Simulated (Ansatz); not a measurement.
Reaction (formal exchange of groups at a C–O bond): `C=COCOC` + `CS[SiH]` → `C[Si]SC` + `C=COCO`

Isolated molecules relaxed with PBE0-D4/def2-TZVP in Ansatz; ΔE leaves out vibrations. CCSD(T)/CBS is the MP2 limit (def2-TZVPP, def2-QZVPP) plus CCSD(T) − MP2 in def2-TZVPP, frozen cores. This one scheme is used for every species. DFT in def2-TZVPP. B3LYP here is the variant with VWN-RPA as its local correlation; programs differ in this. Each species was taken in one conformer, which may not be the lowest.

| level | ΔE (eV) |
| --- | --- |
| PBE-D4 | -0.79 |
| B2PLYP | -0.76 |
| PBE | -0.79 |
| B3LYP | -0.72 |
| SCS-MP2/def2-TZVPP | -0.76 |
| MP2/def2-QZVPP | -0.88 |
| MP2/CBS(def2) | -0.90 |
| CCSD/CBS(def2) | -0.80 |

What does CCSD(T)/CBS give? (Best estimate.)

Ansatz gave: -0.81 eV. The listed levels differ from it by 0.02, 0.05, 0.02, 0.09, 0.05, -0.07, -0.09, 0.01 eV.

Largest T1 diagnostic among the species: 0.016.

In def2-TZVPP, CCSD(T) changes the Hartree–Fock value by −0.11 eV (the triples alone add −0.01 eV) and MP2 by −0.20 eV.
